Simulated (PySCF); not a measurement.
## S²⁺: ionisation energy

S²⁺ [Ne] 3s2 3p2 (3P) → S³⁺ [Ne] 3s2 3p1 (2P), as a difference of total energies. Computed with PySCF 2.14 in aug-cc-pwCVDZ (6s5p3d, 36 functions), with no relativity, point nucleus. Correlated levels: valence and next inner shell: 1s2 frozen. The calculations carry no spin-orbit coupling.

| method | ionisation energy (eV) |
| --- | --- |
| UHF | 34.144 |
| MP2 (valence and next inner shell) | 34.487 |
| SCS-MP2 (valence and next inner shell) | 34.400 |
| CCSD (valence and next inner shell) | 34.517 |
| CCSD(T) (valence and next inner shell) | 34.525 |

How much does correlation contribute at CCSD(T) (valence and next inner shell)?

34.525 − (34.144) = 0.381 eV, measured against UHF.

A first-order spin-orbit estimate (lowest level to lowest level, LS coupling) adds -0.008 eV.

Errors of the correlated levels include the incompleteness of this basis and the frozen core.

For comparison: 34.86 ± 0.04 eV (semi-empirical (NIST evaluation); NIST Atomic Spectra Database, ionization energies).
